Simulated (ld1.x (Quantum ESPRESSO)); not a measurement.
Varying the TM potential for arsenic

Base potential:

| Item | Value |
| --- | --- |
| Element | arsenic (As) |
| Generator | ld1.x (Quantum ESPRESSO) 7.5 |
| Type | norm-conserving Troullier–Martins (Kleinman–Bylander form) |
| Functional | revPBE |
| Relativity | fully relativistic |
| Frozen core | [Ar] 3d10 |
| Valence charge | 5 |
| Reference configuration | 4s2 4p2 (charge +1) |
| Partial waves | 4s (bound): rc 1.20 bohr; 4p (bound): rc 2.10 bohr; 4d channel at 0.35 Ry: rc 1.80 bohr |
| Local potential | all-electron potential smoothed inside 1.35 bohr (lloc = -1) |
| Core correction | Bessel-smoothed model core inside 1.00 bohr |

Open shells are filled in proportion to 2j + 1 (rel_dist='average').

Cutoffs, loose and tight: the cutoffs (Ry, on a coarse ladder) from which the occupation-weighted sum of valence levels, in a spherical-Bessel basis at the reference potential, stays within 10 and 1 mRy of its value at 400 Ry. They do not see the model core or the augmentation charge, which bear on the density cutoff. Test errors are all-electron minus pseudo excitation energies from the reference, over the configurations 4s2 4p3; 4s2 4p1; 4s2 4p0; 4s1 4p4; 4s1 4p3; 4s2 4p3.3; 4s2 4p2.5. A dash means not determined; rows that change the core or the reference have their own tests.

A true bound ghost makes a file unfit for plane-wave use even where its test errors are small: the radial tests pick states by their node count and pass the ghost by.

```csv
change,outcome,"cutoff, loose","cutoff, tight",bound ghosts,largest test error (meV)
base,generated,60 Ry,160 Ry,s,+13
wave 4p (bound): rc 2.10 bohr becomes 4p (bound): rc 1.66 bohr,generated,60 Ry,160 Ry,s,+17
wave 4p (bound): rc 2.10 bohr becomes 4p (bound): rc 2.02 bohr,generated,60 Ry,160 Ry,s,+15
wave 4p (bound): rc 2.10 bohr becomes 4p (bound): rc 2.30 bohr,generated,60 Ry,160 Ry,s,-5.8
wave 4p (bound): rc 2.10 bohr becomes 4p (bound): rc 2.58 bohr,generated,60 Ry,160 Ry,none,-19
```

Problem. What comes out with this change to the base: wave 4p (bound): rc 2.10 bohr becomes 4p (bound): rc 1.36 bohr?

Solution. outcome: generated; cutoff, loose: 80 Ry; cutoff, tight: 180 Ry; bound ghosts: s; largest test error (meV): +26.

Problem. What comes out with this change to the base: wave 4p (bound): rc 2.10 bohr becomes 4p (bound): rc 3.08 bohr?

Solution. outcome: generated; cutoff, loose: 60 Ry; cutoff, tight: 160 Ry; bound ghosts: s; largest test error (meV): -61.

Problem. What comes out with this change to the base: wave 4p (bound): rc 2.10 bohr becomes 4p (bound): rc 2.86 bohr?

Solution. outcome: generated; cutoff, loose: 60 Ry; cutoff, tight: 160 Ry; bound ghosts: s; largest test error (meV): -44.

Reading the sweep of the p radius (base included, trends over the rows without a ghost): Bound ghosts are found at 1.36, 1.66, 2.02, 2.1, 2.3, 2.86, 3.08 bohr.
